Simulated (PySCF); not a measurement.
C₂HF₃O₂. Atoms are numbered in the order given.

```xyz
8

O      1.0363    -1.5121     0.0000
C     -0.1556    -0.9321     0.0000
O     -1.2115    -1.4887     0.0000
C      0.0008     0.5999     0.0000
F      0.6720     0.9927     1.0789
F     -1.1846     1.1781     0.0000
F      0.6720     0.9927    -1.0789
H      0.8949    -2.4722     0.0000
```

The structure is a stationary point at PBE0-D3(BJ)/def2-SVP. The values are those of a single conformer.

These are PBE0-D3(BJ)/def2-SVP (PySCF) values and carry that method's errors.

Frequencies are harmonic and unscaled.

```tsv
mode	ν (cm⁻¹)	IR (km/mol)	moving atoms (share of kinetic energy)
1	32	1.7	O 67 %, F 32 %
2	239	1.4	F 52 %, O 41 %
3	242	0.1	F 71 %, O 16 %
4	399	2.2	O 53 %, F 40 %
5	436	0.1	F 58 %, O 32 %, C 9 %
6	519	1.5	F 75 %, C 13 %, H 12 %
7	605	9.3	F 72 %, O 14 %, C 13 %
8	623	102.2	H 72 %, F 17 %
9	685	82.5	O 36 %, F 25 %, C 22 %, H 16 %
10	809	43.4	C 71 %, F 12 %, O 12 %
11	827	4.5	F 67 %, O 15 %, C 11 %
12	1194	297.3	O 49 %, H 27 %, C 20 %
13	1250	182.2	C 53 %, H 28 %, F 14 %
14	1258	306.4	C 76 %, F 24 %
15	1322	218.8	C 72 %, F 20 %
16	1478	48.3	C 79 %, O 10 %, H 9 %
17	1948	288.9	C 64 %, O 35 %
18	3803	112.3	H 94 %
```
